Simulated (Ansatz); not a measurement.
A nudged elastic band was laid between two geometries of C₂H₉BOSn (14 atoms, charge 0, multiplicity 1).

The calculation used Ansatz, RKS LDA/def2-SVP.

```
movable images  : 9
climbing image  : yes
spring          : 5.0 eV/Å²
optimiser       : quadratic models (default)
start path      : through a guess of the saddle point
force threshold : 0.03 eV/Å
iteration limit : 60
end points      : relaxed
```

First end point:

```xyz
14
Properties=species:S:1:pos:R:3
C -1.463 1.828 0.584
B -0.792 0.747 1.491
O 0.217 -0.063 1.138
Sn 1.195 -0.238 -0.618
C 0.965 -2.304 -1.040
H -1.064 1.906 -0.451
H -1.365 2.824 1.074
H -2.559 1.642 0.530
H -1.198 0.598 2.648
H 2.798 0.226 -0.218
H 0.486 0.804 -1.791
H 1.355 -2.886 -0.181
H 1.524 -2.579 -1.957
H -0.110 -2.534 -1.180
```

Last end point:

```xyz
14
Properties=species:S:1:pos:R:3
C -1.525 1.076 0.397
B -0.392 1.041 1.480
O 0.868 0.636 1.266
Sn 1.538 -0.057 -0.514
C 0.445 -1.838 -0.909
H -1.997 2.084 0.370
H -2.344 0.382 0.697
H -1.211 0.816 -0.641
H -0.647 1.400 2.633
H 3.196 -0.320 -0.163
H 1.299 1.192 -1.673
H 0.570 -2.535 -0.056
H 0.816 -2.321 -1.835
H -0.628 -1.587 -1.024
```

Problem. What changes between the two ends?

Solution. No bond is made or broken.

Problem. What energy profile does the band end with?

Solution. It converged. The highest image is number 0 of 0 to 10, 0.0 kJ/mol above the first end and 3.2 kJ/mol above the last; the last end lies 3.2 kJ/mol below the first. The highest image is an end point: on this band no image between the ends rises above it. Between wells the path still climbs a hump at image 7, 0.03 eV above the well before it.

```csv
image,path coordinate (Å),energy (kJ/mol)
0,0.00,0.0
1,0.54,0.0
2,1.29,-0.4
3,2.03,-1.3
4,2.78,-2.5
5,3.53,-3.2
6,4.28,-2.1
7,5.03,-0.3
8,5.78,-0.8
9,6.52,-2.5
10,7.27,-3.2
```

Run time: 7.8 min on 2 threads of Intel(R) Xeon(R) Platinum 8259CL CPU @ 2.50GHz (Skylake/Cascade Lake) (shared host), peak memory 0.19 GiB.
